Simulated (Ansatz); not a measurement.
Forces on a displaced structure

CH4As (charge +1), singlet, displaced at random from a GFN2-xTB minimum.

```
6
angstrom
C -0.6864 -0.2716 -0.3471
As 0.2982 1.0913 -0.0196
H -1.5684 -0.3858 -0.8831
H -0.3588 -1.4561 0.1511
H 1.5582 0.2846 0.0105
H 0.5649 0.5841 1.3722
```

Computed with Ansatz 0.2.0 (basis: def2-TZVPP); correlated methods freeze the cores. Filled d shells of the heavier atoms are correlated. The def2 sets are not built for correlating such inner shells, so the correlated values are less sure here.

CCSD(T) forces from the calculation:
| atom | Fx | Fy | Fz (eV/Å) |
| --- | --- | --- | --- |
| C1 | 0.027 | -9.034 | 2.143 |
| As2 | 2.025 | 6.694 | -0.286 |
| H3 | -1.693 | 0.304 | -1.129 |
| H4 | -1.058 | 3.627 | -1.596 |
| H5 | 0.768 | -0.953 | -0.082 |
| H6 | -0.070 | -0.639 | 0.951 |

Problem. Which atom feels the largest CCSD(T) force, and how large is it?

Solution. C1, 9.28 eV/Å, along (0.00, -0.97, 0.23).

Root-mean-square difference of the force components from those of CCSD(T): PBE0-D4 0.092; wB97M-V 0.074; r2SCAN-D4 0.119; PBE-D4 0.248; B97M-V 0.091; r2SCAN0-D4 0.113 eV/Å.

T1 diagnostic: at most 0.026. The T1 diagnostic is large here, which may signal multireference character or strong orbital relaxation, so CCSD(T) is less sure. These are differences at one structure, and CCSD(T) in triple zeta is itself an approximation.

For scale, one of the runs: CCSD(T)/def2-TZVPP forces, 135 basis functions (an equivalent command: `ansatz run in.yaml --threads 4`). The run took 19 s on 4 CPU threads (shared host), with 1.3 GiB of host memory at its peak.
